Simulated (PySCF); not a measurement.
# Finite-field polarisability of Ne (neon, neutral)

[Ne], closed-shell 1S. Calculation: PySCF 2.14, in aug-cc-pwCVQZ; no relativity, point nucleus. Frozen: 1s2. Energy changes in a uniform field (μhartree):

```tsv
axis	F (au)	HF	MP2	CCSD	CCSD(T)
x	0.0093	-100.748	-113.277	-110.407	-112.173
x	0.0186	-403.135	-453.320	-441.827	-448.904
```

Derive α along x at CCSD(T) from the two fields.

With ΔE = −αF²/2 − γF⁴/24, α = −(16 ΔE(F) − ΔE(2F))/(6F²) = 2.593 bohr³.

And the mean polarisability at each level?

HF 2.329, MP2 2.619, CCSD 2.553, CCSD(T) 2.593 bohr³. Reference: 2.661 bohr³ (recommended; Schwerdtfeger and Nagle, table of static dipole polarizabilities (2023 update)).
